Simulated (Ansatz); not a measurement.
`C=CCS[SiH3]` + H₂ → `CS[SiH3]` + `C=C` at 500 K and 1 bar (hydrogenolysis of a C–C bond).

Calculated with Ansatz (gas phase, PBE0-D4/def2-TZVP geometries, no zero-point term in ΔE). CCSD(T)/CBS adds triple-zeta CCSD(T) − MP2 to the extrapolated MP2 energy (def2 sets, frozen cores). This one scheme is used for every species. One conformer a species, not always the lowest.

```json
{"species": "`C=CCS[SiH3]`", "CCSD(T)/CBS energy (Eh)": "-805.81910", "H − E (kJ/mol)": "307.8", "S (J/(mol·K))": "430.6"}
{"species": "H₂", "CCSD(T)/CBS energy (Eh)": "-1.17544", "H − E (kJ/mol)": "41.0", "S (J/(mol·K))": "145.5"}
{"species": "`CS[SiH3]`", "CCSD(T)/CBS energy (Eh)": "-728.52947", "H − E (kJ/mol)": "205.2", "S (J/(mol·K))": "363.4"}
{"species": "`C=C`", "CCSD(T)/CBS energy (Eh)": "-78.48111", "H − E (kJ/mol)": "155.1", "S (J/(mol·K))": "245.3"}
```

H − E and S are ideal-gas, rigid-rotor, harmonic terms from PBE0-D4/def2-TZVP, for one conformer and one mirror image of each species. The MP2-based limit puts H₂ 0.8 mEh under its directly extrapolated value; such offsets cancel only in part. 1 Eh = 2625.50 kJ/mol, R = 8.31446 J/(mol·K).

Question: By hand: ΔE, ΔH, ΔS and ΔG.

Answer: ΔE = (-728.52947) + (-78.48111) − (-805.81910) − (-1.17544) = -0.01604 Eh = -42.1 kJ/mol. Δ(H − E) = 205.2 + 155.1 − 307.8 − 41.0 = 11.5, so ΔH = -30.6 kJ/mol. ΔS = 363.4 + 245.3 − 430.6 − 145.5 = 32.6 J/(mol·K). ΔG = -30.6 − 500 × (32.6)/1000 = -46.9 kJ/mol.

Question: By hand: the equilibrium constant, and the temperature at which ΔG would vanish if ΔH and ΔS stayed fixed.

Answer: log₁₀ K = −ΔG/(RT ln 10) = 4.9. ΔH and −TΔS have one sign here, so there is no such temperature.

TΔS isn't small against ΔH here. A doubt of 5 kJ/mol in ΔE shifts log₁₀ K by 0.5 here. Other conformers and mirror images would add mixing entropy, several J/(mol·K) or more a flexible species. These are equilibria of isolated gas molecules and say nothing of rates. Largest T1 diagnostic: 0.011 (customary marks: 0.02 for closed shells, 0.045 for open ones).
